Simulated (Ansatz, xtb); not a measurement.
# C5H11Al: which of two isomers lies lower

Structure a is `C[C@@H]1C[CH2][AlH][CH2]1`, a singlet and structure b is `C[C@@H]1CC[CH2][AlH]1`, a singlet. Both are isolated molecules in the gas phase, relaxed with B3LYP-D3(BJ)/def2-SVP, each in the lowest conformer that the search found.

Task: Which of the two would you expect CCSD(T)/def2-SVP + ΔMP2/def2-TZVPP electronic energies to favour?

Result: Structure a; the calculation gives E(b) − E(a) = +0.187 eV.

The same difference at several levels:

```json
{"level": "GFN2-xTB", "geometry": "GFN2-xTB", "E(b) − E(a) (eV)": "+0.211", "departure from the last row (eV)": "+0.024", "job, with rough time for the two": "optimisation, 0.25 s"}
{"level": "HF/STO-3G", "geometry": "GFN2-xTB", "E(b) − E(a) (eV)": "+0.106", "departure from the last row (eV)": "−0.081", "job, with rough time for the two": "single point, 0.38 s"}
{"level": "r2SCAN-D4/def2-SVP", "geometry": "GFN2-xTB", "E(b) − E(a) (eV)": "+0.165", "departure from the last row (eV)": "−0.022", "job, with rough time for the two": "single point, 4.9 s"}
{"level": "B3LYP-D3(BJ)/def2-SVP", "geometry": "B3LYP-D3(BJ)/def2-SVP", "E(b) − E(a) (eV)": "+0.147", "departure from the last row (eV)": "−0.040", "job, with rough time for the two": "optimisation, 49 s"}
{"level": "HF/def2-SVP", "geometry": "B3LYP-D3(BJ)/def2-SVP", "E(b) − E(a) (eV)": "+0.145", "departure from the last row (eV)": "−0.042", "job, with rough time for the two": "part of the CCSD(T) run"}
{"level": "MP2/def2-SVP", "geometry": "B3LYP-D3(BJ)/def2-SVP", "E(b) − E(a) (eV)": "+0.185", "departure from the last row (eV)": "−0.002", "job, with rough time for the two": "part of the CCSD(T) run"}
{"level": "CCSD(T)/def2-SVP", "geometry": "B3LYP-D3(BJ)/def2-SVP", "E(b) − E(a) (eV)": "+0.173", "departure from the last row (eV)": "−0.014", "job, with rough time for the two": "single point"}
{"level": "CCSD(T)/def2-SVP + ΔMP2/def2-TZVPP", "geometry": "B3LYP-D3(BJ)/def2-SVP", "E(b) − E(a) (eV)": "+0.187", "departure from the last row (eV)": "", "job, with rough time for the two": "single point, 65 s"}
```

As drawn, both hold the same kinds of bond in the same numbers.

The levels shown agree on the order. The largest departure from CCSD(T)/def2-SVP + ΔMP2/def2-TZVPP is that of HF/STO-3G, 0.081 eV. The last row adds to CCSD(T) the change of the MP2 difference between the two basis sets, here +0.014 eV.

With thermal terms from frequencies at re-optimised GFN2-xTB minima (ideal gas, soft modes damped towards free rotors, one conformer each, 298.15 K, 1 atm): on the last row, ΔE + ΔZPE = +0.193, ΔH = +0.198, ΔG = +0.183 eV.

The correlated steps freeze 10 core orbitals. Codes used: Ansatz 0.2.0, xtb 6.7.1; the last row on 4 threads of Arm Neoverse V1 on a shared host.
